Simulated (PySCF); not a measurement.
Geometry (Å), atoms numbered from 1 in this order:
```xyz
9

Si    1.126   -1.039    0.494
F     1.142    0.312    1.362
F     2.467   -1.039   -0.376
F     1.228   -2.281    1.495
S    -0.609   -1.145   -0.663
Si   -1.192    0.952   -0.577
H    -0.063    1.823   -1.001
H    -2.315    1.035   -1.549
H    -1.651    1.313    0.791
```

Geometry: PBE0-D3(BJ)/def2-SVP; GIAO shifts from PySCF 2.14.0 with density-fitted response routines, gas phase, non-relativistic, averaged over equivalent atoms.

At KT2/pcSseg-1 (138 basis functions, 23 s wall time on 1 thread of an Arm Neoverse N1, shared host):
| atoms | δ (ppm) |
| --- | --- |
| Si1 | -45.6 |
| Si6 | -50.3 |
| F2/F3/F4 | -144.8 |
| S5 | -262.9 |
| H7/H8/H9 | 4.72 |

Shifts are taken against calculated references (same method and geometry level): ²⁹Si (σref 361.05), ¹H (σref 31.18) against TMS; ¹⁹F (σref 138.57) against CFCl3; CS2 for ³³S (σref 518.69).

Estimate the result of repeating the calculation with PBE0/pcSseg-1.

Results:


```json
{"atoms": "Si1", "δ at PBE0/pcSseg-1": "-49.7", "change": "-4.1"}
{"atoms": "Si6", "δ at PBE0/pcSseg-1": "-48.1", "change": "+2.2"}
{"atoms": "F2/F3/F4", "δ at PBE0/pcSseg-1": "-124.7", "change": "+20.1"}
{"atoms": "S5", "δ at PBE0/pcSseg-1": "-299.4", "change": "-36.5"}
{"atoms": "H7/H8/H9", "δ at PBE0/pcSseg-1": "4.67", "change": "-0.05"}
```

δ = σ(ref) − σ, references computed at the same level: ²⁹Si (σref 351.99) and ¹H (σref 31.27) against TMS; ¹⁹F (σref 177.25) against CFCl3; CS2 for ³³S (σref 495.66).

The largest change is at S5 (sulfur bonded to 2 Si). Cost: 138 basis functions, 27 s wall time on 1 thread of an Arm Neoverse N1, shared host.

Unscaled 19F shifts against computed CFCl3 carry errors that often reach 10 to 50 ppm.
